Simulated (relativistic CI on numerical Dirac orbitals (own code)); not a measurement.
# Ta²⁺ (5d3) in a crystal field

Calculated by Dirac-Coulomb-Breit CI, orbitals from a KLI potential per configuration, QED by a radiative potential, valence Slater integrals scaled by 0.7, one configuration in a parametric crystal field (own radial code).

Field parameters in Wybourne normalisation: Oh B⁴₀ = 21Dq, B⁴₄ = √(5/14) B⁴₀. The field is a parameter set, without covalency.

S and J are read from ⟨S²⟩ = S(S + 1) and ⟨J²⟩ = J(J + 1) of each level; they are not fictitious spins.

Oh, 10Dq = 5500 cm⁻¹, the lowest 10 levels:

```
E (cm⁻¹)  Degeneracy  Irrep     S     J
     0.0           4     Γ8  1.47  2.69
    4857           4     Γ8  1.38  2.83
    5564           2     Γ7  1.48  2.89
    6380           4     Γ8  1.47  3.59
    6572           2     Γ6  1.42  3.59
    7993           4     Γ8  0.91  3.72
    8777           2     Γ7  1.41  3.15
    8924           4     Γ8  1.04  3.66
    9822           2     Γ6  1.06  3.00
   10607           2     Γ6  1.02  3.95
```

Oh, 10Dq = 40900 cm⁻¹, the lowest 10 levels:

```
E (cm⁻¹)  Degeneracy  Irrep     S     J
     0.0           4     Γ8  1.49  3.39
    9269           4     Γ8  0.51  4.07
    9602           4     Γ8  0.50  3.75
    9973           2     Γ6  0.50  3.59
   16015           2     Γ7  0.51  3.74
   16270           4     Γ8  0.52  3.50
   40416           2     Γ7  1.49  3.12
   40789           4     Γ8  1.49  3.29
   41285           4     Γ8  1.49  3.38
   41534           2     Γ6  1.49  3.62
```

Oh, 10Dq = 36450 cm⁻¹, the lowest 10 levels:

```json
{"E (cm⁻¹)": "0.0", "Degeneracy": "4", "Irrep": "Γ8", "S": "1.49", "J": "3.37"}
{"E (cm⁻¹)": "9230", "Degeneracy": "4", "Irrep": "Γ8", "S": "0.51", "J": "4.06"}
{"E (cm⁻¹)": "9566", "Degeneracy": "4", "Irrep": "Γ8", "S": "0.50", "J": "3.76"}
{"E (cm⁻¹)": "9968", "Degeneracy": "2", "Irrep": "Γ6", "S": "0.50", "J": "3.59"}
{"E (cm⁻¹)": "15938", "Degeneracy": "2", "Irrep": "Γ7", "S": "0.51", "J": "3.74"}
{"E (cm⁻¹)": "16169", "Degeneracy": "4", "Irrep": "Γ8", "S": "0.52", "J": "3.52"}
{"E (cm⁻¹)": "35986", "Degeneracy": "2", "Irrep": "Γ7", "S": "1.49", "J": "3.12"}
{"E (cm⁻¹)": "36365", "Degeneracy": "4", "Irrep": "Γ8", "S": "1.49", "J": "3.29"}
{"E (cm⁻¹)": "36854", "Degeneracy": "4", "Irrep": "Γ8", "S": "1.48", "J": "3.37"}
{"E (cm⁻¹)": "37108", "Degeneracy": "2", "Irrep": "Γ6", "S": "1.49", "J": "3.61"}
```

Oh, 10Dq = 32050 cm⁻¹, the lowest 10 levels:

```json
{"E (cm⁻¹)": "0.0", "Degeneracy": "4", "Irrep": "Γ8", "S": "1.49", "J": "3.36"}
{"E (cm⁻¹)": "9180", "Degeneracy": "4", "Irrep": "Γ8", "S": "0.52", "J": "4.05"}
{"E (cm⁻¹)": "9523", "Degeneracy": "4", "Irrep": "Γ8", "S": "0.51", "J": "3.78"}
{"E (cm⁻¹)": "9960", "Degeneracy": "2", "Irrep": "Γ6", "S": "0.51", "J": "3.58"}
{"E (cm⁻¹)": "15838", "Degeneracy": "2", "Irrep": "Γ7", "S": "0.51", "J": "3.75"}
{"E (cm⁻¹)": "16041", "Degeneracy": "4", "Irrep": "Γ8", "S": "0.53", "J": "3.55"}
{"E (cm⁻¹)": "31612", "Degeneracy": "2", "Irrep": "Γ7", "S": "1.49", "J": "3.12"}
{"E (cm⁻¹)": "32000", "Degeneracy": "4", "Irrep": "Γ8", "S": "1.49", "J": "3.29"}
{"E (cm⁻¹)": "32479", "Degeneracy": "4", "Irrep": "Γ8", "S": "1.48", "J": "3.35"}
{"E (cm⁻¹)": "32738", "Degeneracy": "2", "Irrep": "Γ6", "S": "1.49", "J": "3.61"}
```

Oh, 10Dq = 27600 cm⁻¹, the lowest 16 levels:

```tsv
E (cm⁻¹)	Degeneracy	Irrep	S	J
0.0	4	Γ8	1.49	3.33
9111	4	Γ8	0.52	4.03
9467	4	Γ8	0.51	3.80
9947	2	Γ6	0.51	3.58
15699	2	Γ7	0.52	3.76
15870	4	Γ8	0.53	3.58
27199	2	Γ7	1.49	3.12
27602	4	Γ8	1.48	3.29
28065	4	Γ8	1.48	3.33
28330	2	Γ6	1.49	3.60
32431	2	Γ6	1.39	2.55
33173	4	Γ8	1.46	2.62
33515	2	Γ7	1.46	2.80
33708	4	Γ8	1.48	3.02
35644	2	Γ6	0.65	4.29
36680	4	Γ8	0.56	4.17
```

The free-ion ground term has S = 3/2. Every field shown keeps that spin.

Levels of this model without a field, named by their leading LS term (the scale mimics covalency, so terms lie below those of the real free ion): ⁴F3/2 0, ⁴F5/2 1877, ⁴F7/2 3829, ⁴F9/2 5599, ⁴P3/2 8168, ⁴P1/2 8826, ²G7/2 10505, ²H9/2 10895 cm⁻¹.
